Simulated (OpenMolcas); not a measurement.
W4+ (d2) in a complex was computed by CASSCF with the d shell active (OpenMolcas, ANO-RCC-VDZP on the metal). Its lowest spin-free states, and all those of the highest spin:

| 2S+1 | Degeneracy | E (cm-1) |
| --- | --- | --- |
| 3 | 1 | 0.0 |
| 1 | 2 | 9259 |
| 3 | 3 | 10864 |
| 3 | 3 | 15942 |
| 1 | 1 | 16194 |
| 1 | 3 | 19977 |
| 1 | 3 | 21020 |
| 3 | 3 | 24671 |
| 1 | 2 | 28981 |
| 1 | 3 | 32513 |
| 1 | 1 | 44168 |

Task: Is the site octahedral, tetrahedral or cube-like, axial, or of lower symmetry?

Result: The states with 2S+1 = 3 have orbital degeneracies 1, 3, 3, 3. Threefold states need a cubic site. For d2 at this spin an octahedron puts the threefold T1 below the threefold T2 and a tetrahedron or cube puts the single A2 below the threefold T2, so the site is a tetrahedron or a cube, which this pattern cannot tell apart. The first gap at this spin, 10900 cm-1, is |10Dq| in ligand-field theory. The run had W4+ with 4 ligands (oxide) in tetrahedral coordination (Td) at 1.86 Å. A charge of +1 e stands 2.6 Å behind each ligand. Ligand basis ANO-RCC-VDZP.

Without dynamic correlation the repulsion within the d shell is too large (B by tens of per cent), so at a given field states of lower spin stand too high. The least metal-like active orbital is 66 % on the metal (Löwdin) and no ligand orbital is active, so the numbers are rough. The oxide ions are held by bare point charges, a crude embedding. With metal d orbitals alone the field can be off either way by tens of per cent. Ligand-to-metal charge-transfer states are missing. With no ligand orbital active B as a rule stays too high, so bands that hang on it stand too high and its fall with covalency is understated. The distance lies 3 % under the 1.91 Å that this model takes as the normal distance (a Shannon-type radius plus a fixed donor radius); by an R⁻⁵ law this alone changes a d-shell field by about +14 %. No measured value stands beside these numbers; the geometry is a model, was not optimised and need not be the one that this ion takes.
